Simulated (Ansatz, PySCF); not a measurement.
Donor–acceptor adduct: AlH3 (SMILES [AlH3]) (first 4 atoms) with CHN (SMILES C#N); geometry from B3LYP-D3(BJ)/def2-TZVP.
(charge 0, multiplicity 1):
```xyz
7

Al    -0.16157     0.36406     0.26280
H      1.25365     0.82434    -0.29958
H     -1.23650     1.48888     0.59490
H     -0.69082    -1.08215    -0.13618
C      0.74140    -0.29309     3.26495
N      0.41956    -0.06061     2.19617
H      1.04290    -0.51053     4.26595
```

Basis-set superposition error: the interaction energy with monomers in their own basis, and in the dimer's basis (counterpoise).

Run with Ansatz (a quantum-chemistry and plane-wave program); PySCF for 6-31G* rows, M06-2X. Each number belongs to the level named beside it.

```tsv
level	uncorrected (meV)	counterpoise (meV)	difference
HF/aug-cc-pV(T+d)Z	-752.4	-745.8	6.6
SVWN5/def2-TZVPPD	-1225.8	-1214.7	11.1
BLYP/def2-TZVPPD	-786.6	-776.4	10.2
r2SCAN/def2-TZVPPD	-1000.1	-994.2	5.8
B97M-V/def2-TZVPPD	-988.2	-982.2	6.0
M06-2X/def2-TZVPPD	-951.9	-944.5	7.3
MP2/6-31G*	-918.8	-765.5	153.3
MP2/aug-cc-pV(D+d)Z	-891.2	-818.3	72.9
MP2/aug-cc-pV(T+d)Z	-956.4	-925.4	31.0
CCSD/aug-cc-pV(T+d)Z	-894.4	-868.9	25.5
```

The error is largest for MP2/6-31G* (153.3 meV) and smallest for r2SCAN/def2-TZVPPD (5.8 meV).
